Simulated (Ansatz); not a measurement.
Consider the atomization: `[F][InH][SiH3]` → F• + 4 H• + In• + Si•.

Gas-phase electronic energies from Ansatz, PBE0-D4/def2-TZVP geometries. CCSD(T)/CBS is the MP2 limit (def2-TZVPP, def2-QZVPP) plus CCSD(T) − MP2 in def2-TZVPP, frozen cores. This one scheme is used for every species, atoms too. DFT in def2-TZVPP. B3LYP here is the variant with VWN-RPA as its local correlation; programs differ in this. Open shells (•) are unrestricted, without spin–orbit coupling. Spin–orbit coupling would lower the free atoms: a little for F, Si; strongly for In. def2 core potentials past Kr. Bonds to In are less sure, by a few kJ/mol each and by 10 to 20 or more in all where they break to atoms, as the def2 sets lack core-valence functions.

| level | ΔE (kcal/mol) |
| --- | --- |
| PBE-D4 | 435.0 |
| r2SCAN-D4 | 439.3 |
| B3LYP-D4 | 435.0 |
| PBE-QIDH | 430.5 |
| PBE0 | 427.7 |
| BHLYP | 423.0 |
| MP2/def2-SVP | 408.3 |
| MP2/CBS(def2) | 440.4 |

Task: What does CCSD(T)/CBS give? (An estimate is asked.)

Result: Ansatz gave: +442.6 kcal/mol. The listed levels differ from it by -7.6, -3.3, -7.6, -12.1, -14.9, -19.6, -34.3, -2.2 kcal/mol.

Largest T1 diagnostic among the species: 0.016.

In def2-TZVPP, CCSD(T) changes the Hartree–Fock value by +107.5 kcal/mol (the triples alone add +5.2 kcal/mol) and MP2 by +105.3 kcal/mol; breaking electron pairs costs correlation energy, which Hartree–Fock lacks. Leaving LDA and LC-ωPBE aside and taking each functional with its dispersion term where it has one, the values, not all of them listed here, spread over 19.3 kcal/mol, from revPBE-D4 to ωB97X-V. LDA lies +60.3 kcal/mol from PBE without D4, its usual overbinding.

For atomizations the MP2-based limit and the directly extrapolated one differ by several kJ/mol either way, and by 10 to 25 for some Ge, Se and Sn compounds, so smaller differences from it don't rank the levels.
